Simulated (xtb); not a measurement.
A run for xtb: GFN2-xTB on Li2 (SMILES [Li][Li]).

```
$ xtb mol.xyz --gfn 2 --opt tight --chrg 0 --uhf 0
2

Li     1.33100157     0.00000000     0.00000000
Li    -1.33100157     0.00000000     0.00000000
```

Give the final energy of this run.

-0.4918 hartree.
